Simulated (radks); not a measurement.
The nuclear charge of neutral ytterbium is varied continuously with 70 electrons held in [Xe] 4f14 6s2. Method: scalar-relativistic Kohn-Sham, r2SCAN, spin-polarised, spherical densities, finite nucleus; meta-GGA in the generalised Kohn-Sham scheme; Fermi nuclear charge, rms radius 5.3108 fm; computed with a radial shooting solver on a logarithmic mesh with Libxc functionals. By the Hellmann-Feynman theorem dE/dZ = E(electron-nucleus)/Z, the electronic potential at the nucleus (averaged over a nucleus of fixed radius). The scalar-relativistic energy here is not variational (the density holds large components alone), so the two differ by a part that grows with Z.

| Z | E (hartree) | E(electron-nucleus)/Z (hartree) | HOMO | e(HOMO) (eV) | <r> HOMO (bohr) |
|---|---|---|---|---|---|
| 70 | -14059.5974 | -494.394 | 4f | -2.992 | 0.7877 |
| 70.25 | -14184.3871 | -497.072 | 6s | -5.602 | 3.768 |
| 70.5 | -14309.8573 | -499.747 | 6s | -7.328 | 3.589 |
| 70.75 | -14436.0076 | -502.421 | 6s | -9.173 | 3.435 |
| 71 | -14562.8383 | -505.096 | 6s | -11.127 | 3.301 |

 No converged solution with all levels bound was reached at Z = 69.75.
